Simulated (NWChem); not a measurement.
# Lowest excitation of H5NTi

SMILES: [NH2][TiH3]
```xyz
7

Ti     0.3371    -0.3291     0.0060
N     -0.9861     0.9303     0.0000
H     -0.8271     1.9122     0.2253
H     -1.9657     0.7697    -0.2330
H      1.3981    -0.0005     1.2961
H     -0.2984    -1.9110     0.0158
H      1.1806    -0.0422    -1.4360
```
Charge 0, spin multiplicity 1.

All runs are NWChem calculations. The geometry was optimised at PBE0/def2-SVP, a minimum by its harmonic frequencies.

Basis set: def2-SVP. CR-EOMCCSD(T) is the triples correction to the same EOM-CCSD root.

The correlated methods keep 6 core orbitals frozen. The structure started from a generated list of species. Coupled-cluster values serve here as a point of comparison, not as the truth.

**Question.** Order these methods by the lowest vertical singlet excitation energy they give, lowest first: CIS, TD-PBE, TDA-PBE0.

**Answer.** TD-PBE (3.18 eV), TDA-PBE0 (3.42 eV), CIS (4.19 eV)
